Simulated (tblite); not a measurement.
Compound: C4H13PSi2.
Numbering: `[H]/[P:7]=[C:5](\[Si:2]([CH3:1])([CH3:3])[CH3:4])[SiH3:6]` (hydrogens: H8, H9, H10 on C1; H11, H12, H13 on C3; H14, H15, H16 on C4; H17, H18, H19 on Si6; H20 on P7)

Computed with GFN2-xTB (tblite), gas phase: L-BFGS steps from a force-field or distance-geometry start until the largest atomic force falls under 0.01 eV/Å.

Step 10: E = -574.0656 eV
```
atom  x, y, z in Å  |  force x, y, z in eV/Å
C1      0.1333   -1.7872    0.7993   -0.010   0.009  -0.020
Si2    -0.4417   -0.2096   -0.0985   -0.057  -0.037   0.025
C3     -2.0027    0.4452    0.7903    0.010  -0.016  -0.012
C4     -0.8856   -0.6687   -1.8996   -0.004   0.006   0.025
C5      0.8972    1.1402   -0.1021    0.032  -0.046   0.034
Si6     2.5656    0.8183    0.7285   -0.006  -0.022   0.007
P7      0.6519    2.6404   -0.8284    0.011  -0.005   0.008
H8      1.0093   -2.2266    0.3334   -0.010   0.037  -0.006
H9     -0.6600   -2.5287    0.7709    0.032  -0.023   0.028
H10     0.3734   -1.6019    1.8412   -0.008   0.030  -0.032
H11    -2.7663   -0.3256    0.8263   -0.031   0.009   0.008
H12    -1.7894    0.7438    1.8126    0.027  -0.008  -0.021
H13    -2.4287    1.3047    0.2816    0.017   0.007  -0.005
H14    -0.0171   -1.0198   -2.4486    0.009   0.001   0.016
H15    -1.6273   -1.4614   -1.9131   -0.013   0.001  -0.040
H16    -1.2956    0.1768   -2.4443    0.007  -0.003   0.015
H17     3.1781   -0.3521    0.0805    0.005   0.066   0.034
H18     2.3162    0.5007    2.1434    0.042   0.030  -0.056
H19     3.4552    1.9801    0.6197   -0.074  -0.060  -0.006
H20    -0.6710    2.4421   -1.2963    0.020   0.024  -0.003
```

Step 11: E = -574.0667 eV
```
atom  x, y, z in Å  |  force x, y, z in eV/Å
C1      0.1343   -1.7879    0.7996   -0.021   0.014  -0.020
Si2    -0.4461   -0.2138   -0.0991   -0.003   0.029   0.019
C3     -2.0039    0.4455    0.7910    0.004  -0.017  -0.016
C4     -0.8859   -0.6692   -1.9023   -0.006   0.003   0.046
C5      0.8950    1.1373   -0.1014    0.036  -0.039   0.030
Si6     2.5655    0.8182    0.7286   -0.042  -0.025  -0.015
P7      0.6545    2.6396   -0.8269    0.020  -0.041   0.027
H8      1.0103   -2.2255    0.3333    0.001   0.031  -0.011
H9     -0.6574   -2.5302    0.7733    0.016  -0.047   0.024
H10     0.3739   -1.6015    1.8410    0.001   0.037  -0.020
H11    -2.7689   -0.3234    0.8274   -0.041   0.000   0.013
H12    -1.7900    0.7448    1.8129    0.033  -0.012  -0.015
H13    -2.4290    1.3056    0.2829    0.018   0.011  -0.014
H14    -0.0153   -1.0204   -2.4489   -0.015   0.011   0.017
H15    -1.6285   -1.4610   -1.9162   -0.008  -0.006  -0.051
H16    -1.2963    0.1775   -2.4452    0.021  -0.011   0.011
H17     3.1795   -0.3504    0.0806    0.011   0.053   0.029
H18     2.3178    0.5024    2.1428    0.038   0.022  -0.033
H19     3.4525    1.9802    0.6186   -0.061  -0.041  -0.008
H20    -0.6670    2.4430   -1.2951   -0.001   0.027  -0.013
```

Step 12: E = -574.0678 eV
```
atom  x, y, z in Å  |  force x, y, z in eV/Å
C1      0.1349   -1.7884    0.7997   -0.028   0.013  -0.014
Si2    -0.4509   -0.2177   -0.0994    0.047   0.081   0.005
C3     -2.0053    0.4457    0.7915   -0.011  -0.012  -0.014
C4     -0.8864   -0.6698   -1.9044   -0.010  -0.003   0.052
C5      0.8932    1.1334   -0.1002    0.017  -0.026   0.016
Si6     2.5648    0.8175    0.7286   -0.067  -0.023  -0.030
P7      0.6577    2.6378   -0.8246    0.026  -0.069   0.041
H8      1.0115   -2.2236    0.3330    0.010   0.025  -0.016
H9     -0.6541   -2.5327    0.7764    0.002  -0.064   0.017
H10     0.3745   -1.6002    1.8403    0.010   0.043  -0.006
H11    -2.7725   -0.3210    0.8289   -0.045  -0.003   0.016
H12    -1.7900    0.7455    1.8128    0.037  -0.016  -0.010
H13    -2.4290    1.3068    0.2840    0.019   0.011  -0.020
H14    -0.0138   -1.0208   -2.4488   -0.035   0.019   0.020
H15    -1.6301   -1.4607   -1.9206   -0.002  -0.011  -0.055
H16    -1.2966    0.1780   -2.4460    0.032  -0.013   0.008
H17     3.1812   -0.3476    0.0814    0.023   0.021   0.015
H18     2.3202    0.5046    2.1415    0.030   0.009   0.007
H19     3.4482    1.9795    0.6171   -0.038  -0.009  -0.013
H20    -0.6626    2.4445   -1.2941   -0.018   0.027  -0.019
```

Problem. Estimate the geometry and energy of step 13. (The exact step hangs on the optimiser's Hessian estimate; all steps are aligned on step 12, rigid shifts and turns removed.)

Solution. E = -574.0693 eV, largest force 0.126 eV/Å
```
atom  x, y, z in Å  |  force x, y, z in eV/Å
C1      0.1353   -1.7890    0.7995   -0.029   0.004  -0.003
Si2    -0.4562   -0.2214   -0.0996    0.077   0.100  -0.007
C3     -2.0075    0.4456    0.7920   -0.027  -0.003  -0.009
C4     -0.8873   -0.6705   -1.9062   -0.015  -0.009   0.046
C5      0.8912    1.1277   -0.0983   -0.014  -0.008  -0.006
Si6     2.5627    0.8163    0.7281   -0.067  -0.019  -0.031
P7      0.6623    2.6343   -0.8209    0.022  -0.077   0.042
H8      1.0131   -2.2207    0.3323    0.014   0.021  -0.019
H9     -0.6497   -2.5373    0.7807   -0.007  -0.068   0.007
H10     0.3755   -1.5978    1.8392    0.017   0.047   0.003
H11    -2.7781   -0.3177    0.8311   -0.039  -0.001   0.016
H12    -1.7893    0.7461    1.8124    0.035  -0.021  -0.005
H13    -2.4286    1.3085    0.2851    0.019   0.008  -0.024
H14    -0.0126   -1.0209   -2.4483   -0.049   0.025   0.024
H15    -1.6321   -1.4604   -1.9274    0.005  -0.014  -0.049
H16    -1.2964    0.1783   -2.4469    0.040  -0.009   0.006
H17     3.1839   -0.3436    0.0825    0.040  -0.025  -0.007
H18     2.3240    0.5078    2.1400    0.017  -0.008   0.057
H19     3.4419    1.9784    0.6150   -0.012   0.031  -0.019
H20    -0.6573    2.4470   -1.2931   -0.029   0.025  -0.022
```

The energy changes by -0.0015 eV. The first-order estimate −F·Δx gives -0.0020 eV and the mean of the old and new forces, exact on a quadratic surface, -0.0015 eV. The step makes an angle of 66° with the force vector and moves no atom by more than 0.008 Å.

What follows is the cost of the whole relaxation. The run took 0.31 s of wall time on one thread of an Arm Neoverse V2, no GPU, on a shared host.
